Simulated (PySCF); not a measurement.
**Working out the ionisation energy of Cl⁺**

Cl⁺ [Ne] 3s2 3p4 (3P) → Cl²⁺ [Ne] 3s2 3p3 (4S). All numbers are calculated (PySCF 2.14, scalar relativity by spin-free X2C-1e, in x2c-QZVPPall (9s6p4d2f1g, 70 functions)). Frozen: 1s2. Energies in hartree (1 hartree = 27.21139 eV):

```csv
part,Cl⁺ (lower),Cl²⁺ (upper)
UHF,-460.471729,-459.642038
CCSD correlation,-0.338678,-0.300883
(T),-0.006935,-0.005543
```

**Question.** What does Hartree-Fock give?

**Answer.** (-459.642038) − (-460.471729) = 0.829691 hartree = 22.577 eV.

**Question.** What do CCSD and CCSD(T) give?

**Answer.** The CCSD correlation energies differ by 0.037795 hartree = 1.028 eV and the triples by 0.001392 hartree = 0.038 eV, so CCSD gives 23.605 eV and CCSD(T) 23.643 eV.

Measured between the centres of the two terms (NIST): 23.771 eV, so CCSD(T) (valence and next inner shell) is off by -0.128 eV.

What remains against the reference includes basis incompleteness, the frozen core and higher excitations.
